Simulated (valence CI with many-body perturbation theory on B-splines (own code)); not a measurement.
Values are calculated unless marked as measured or tabulated.
## Sensitivity of CI+MBPT for Bi LXXVIII

Method: valence CI with perturbative core correlation (CI+MBPT): four valence electrons over a frozen Dirac-Fock core [He], a basis of 6 s, 6 p, 5 d, 3 f, 1 g functions for each j, with the one-electron correlation potential Σ1 (screened to all orders), the two-electron term Σ2, the three-electron term Σ3, Breit, model QED; selected single and double excitations, second order for the rest, scaled by the run's own slope (own B-spline code, finite nucleus).

The last digits are not significant, and no measured levels were compared; by estimate large intervals hold to a few tenths of a per cent, small ones and those within an open d or f shell to about a per cent.

The reference run has the lowest level (2s^2 2p1/2^2) J=0 and an ionisation energy of 24154.7 eV. Its largest variational space holds 7383 state functions.

Levels are named by their leading jj configuration (3d3/2^4 stands for four electrons in 3d with j = 3/2), which in mixed levels can hold well under half, so a name can repeat and another be missing. Letters in brackets count levels of one name in rising energy.

Reference levels: (2s^2 2p1/2 2p3/2) J=1 2421.0, (2s^2 2p1/2 2p3/2) J=2 2439.0, (2s 2p1/2^2 2p3/2) J=2 2788.6, (2s 2p1/2^2 2p3/2) J=1 2891.6, (2s^2 2p3/2^2) J=2 4893.9, (2s^2 2p3/2^2) J=0 4968.5, (2s 2p1/2 2p3/2^2) J=2 [a] 5177.4, (2s 2p1/2 2p3/2^2) J=3 5223.8, (2s 2p1/2 2p3/2^2) J=0 5302.5, (2s 2p1/2 2p3/2^2) J=1 [a] 5328.9, (2s 2p1/2 2p3/2^2) J=2 [b] 5336.4, (2s 2p1/2 2p3/2^2) J=1 [b] 5342.1 eV.

Task: Rank these changes by the mean size of the shift of these levels, smallest first.
A. scale of Σ2 1 → 0.5
B. cutoff of virtual states (hartree) 13778 → 364.5
C. cutoff of virtual states (hartree) 13778 → 43680

Result: C (510 cm⁻¹), A (850 cm⁻¹), B (8200 cm⁻¹).
